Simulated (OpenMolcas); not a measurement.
# Bi⁺: effect of the active space

```
Program             : OpenMolcas
Method              : CASSCF
Basis               : ANO-RCC-VDZ
Scalar Hamiltonian  : DKH3, point nucleus
Spin-orbit coupling : state interaction with AMFI integrals over the reference wave functions, term energies averaged over their components
```

A. 2 electrons in 3 orbitals (6p); 2S+1 = 3 even, 3 roots; 2S+1 = 1 even, 6 roots kept (CI in the orbitals of an earlier block); cost of the order of 2.2 core-seconds
B. 4 electrons in 4 orbitals (6s 6p); 2S+1 = 3 even, 3 roots; 2S+1 = 1 even, 6 roots; 2S+1 = 5 odd, 1 root; 2S+1 = 3 odd, 9 roots; 2S+1 = 1 odd, 8 roots; cost roughly 14 core-seconds

Energies in cm-1 above 6s2 6p2 3P0, the measured ground level; measured values from NIST Handbook of Basic Atomic Spectroscopic Data.

```csv
Level,A,B,Measured
6s2 6p2 3P0,0.0,0.0,0.0
6s2 6p2 3P1,11849,12352,13325
6s2 6p2 3P2 [60 %],16588,17210,17032
6s2 6p2 1D2 [60 %],32689,33053,33939
6s2 6p2 1S0,45853,42965,44174
```

Deviations, from unrounded energies. A percentage is the sum of absolute deviations over the sum of measured energies, with the sign that they share, or ± where signs differ.

| Against measurement | Levels | A | B |
| --- | --- | --- | --- |
| mean absolute deviation (cm-1) | 4 | 1200 | 810 |
| fine structure of the ground term (%) | 2 | -6.3 | ±3.8 |
| other terms of the ground configuration (%) | 2 | ±3.7 | -2.7 |

B lies closest to measurement on these levels. The largest miss of B in the table is 6s2 6p2 1S0, by -1200 cm-1. The ranking rests on the paired levels alone, and a cruder setting can come out closer through cancelling errors.

Between A and B the level of the table that moves most is 6s2 6p2 1S0, by 2900 cm-1 (lowest in B, highest in A).

Spin-orbit splittings of 6p shells tend to come out small when the coupling is added on scalar orbitals. Terms from blocks run as CI alone lack orbitals of their own (holds for A). With the s shell closed, the reference lacks s² → p² mixing (holds for A). Measured partners are found by configuration, term and J. A level has none where our copy of the source lacks it or the pairing is in doubt (some pairs that miss far off the trend of their configuration count as doubtful), and it then counts in no deviation. Where the source uses jj or jK labels, the order within each J decides. Levels of configurations outside the active space are missing. The table leaves out levels that lie high or whose names do not pair safely across all columns.

A share in square brackets marks a mixed level and gives the weight of the term that names it, the lowest over the columns.
